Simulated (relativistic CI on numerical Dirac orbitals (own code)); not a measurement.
## Dy⁴²⁺: q coefficients and field-shift factors

These numbers are calculated, not measured: Dirac-Coulomb-Breit CI, separate exchange-only KLI orbitals for each configuration, derivatives by finite differences, unscaled Slater integrals, QED left out (own radial code, finite nucleus).

CI space (outside the closed core [Ne]): 3s²3p⁶3d⁶, 3s²3p⁵3d⁷, 3s²3p⁴3d⁸, 3s3p⁶3d⁷, 3p⁶3d⁸, 3s3p⁵3d⁸, 3s²3p⁶3d⁵4s, 3s²3p⁶3d⁵4p. Levels of other configurations are missing.

With x = (α/α₀)² − 1 an excitation energy changes as ω = ω₀ + qx; K = 2q/ω₀ is the relative enhancement. Terms are leading LS components, so labels can repeat. The field-shift factor is F = δν/δ⟨r²⟩ for the transition from the lowest level.

Lowest level 3s²3p⁶3d⁶ ³F4.

```
        Level  ω₀ (cm⁻¹)  q (cm⁻¹)  F (GHz/fm²)
3s²3p⁶3d⁶ ³P2      51244      6041       -0.275
3s²3p⁶3d⁶ ³P0     158864     53320         1.14
3s²3p⁶3d⁶ ⁵D3     271551    327800         5.29
3s²3p⁶3d⁶ ⁵D4     291687    300400          5.1
3s²3p⁶3d⁶ ⁵D1     303184    332400         5.31
3s²3p⁶3d⁶ ³G5     348624    302200         5.32
3s²3p⁶3d⁶ ³H6     349687    299700         5.42
3s²3p⁶3d⁶ ³F2     390648    314000         4.87
3s²3p⁶3d⁶ ³D3     400111    318600         5.43
3s²3p⁶3d⁶ ³P0     475707    291800         4.99
3s²3p⁶3d⁶ ³D2     487959    360700          6.3
3s²3p⁶3d⁶ ¹G4     491047    336900         6.15
3s²3p⁶3d⁶ ³P1     495915    339800         5.88
3s²3p⁶3d⁶ ³F3     517469    314900         5.71
3s²3p⁶3d⁶ ⁵D2     589503    628200         9.97
3s²3p⁶3d⁶ ⁵D0     611772    628300         10.5
3s²3p⁶3d⁶ ³H4     636819    625900         10.4
3s²3p⁶3d⁶ ³D3     663529    617100         10.2
3s²3p⁶3d⁶ ³H5     666765    628300         10.7
3s²3p⁶3d⁶ ¹I6     693995    619600         10.9
3s²3p⁶3d⁶ ³G3     709544    640100         10.8
3s²3p⁶3d⁶ ³P1     737263    611600         10.1
3s²3p⁶3d⁶ ¹G4     751135    612300         10.6
```

At this charge energies of transitions that change n are usually good to better than 1 %, and those within a shell (Δn = 0) to a few per cent.

Question: Which transition from the lowest level has the largest |K|?

Answer: 3s²3p⁶3d⁶ ⁵D3 at 271551 cm⁻¹, K = 2.41.
